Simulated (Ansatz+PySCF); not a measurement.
Results of a calculation; reference values are marked as such.
Several solutions for singlet BeH2

```yaml
atoms:
  - { symbol: H, position_ang: [0.0000, 0.0000, -3.0799] }
  - { symbol: Be, position_ang: [0.0000, 0.0000, 0.0000] }
  - { symbol: H, position_ang: [0.0000, 0.0000, 3.0799] }
```

Basis set: 6-31G (spherical functions). Charge 0, multiplicity 1.

PBE0 (unrestricted) was run from several starts with Ansatz (development build ahead of 0.2.0) and PySCF 2.14.0.

```json
{"run": "A", "program": "Ansatz", "start": "atomic start, no search", "converged": "yes", "energy (hartree)": "-15.57056", "<S²>": "0.00"}
{"run": "B", "program": "Ansatz", "start": "stability test followed", "converged": "yes", "energy (hartree)": "-15.63479", "<S²>": "1.06"}
{"run": "C", "program": "Ansatz", "start": "search for the lowest state", "converged": "yes", "energy (hartree)": "-15.63479", "<S²>": "1.06"}
{"run": "D", "program": "PySCF", "start": "program defaults", "converged": "yes", "energy (hartree)": "-15.57056", "<S²>": "0.00"}
```

Q: Which runs reached the lowest solution of this kind, and what is wrong with the others?

A: B, C reached the lowest solution found. Converged but too high: A by 1.75 eV, D by 1.75 eV. Convergence only shows a stationary point, and even a stable one can lie too high; stability tests and further starts are what find lower ones. Caution: charge can spread falsely over distant fragments. Caution: the unrestricted determinant is a mixture of spin states.
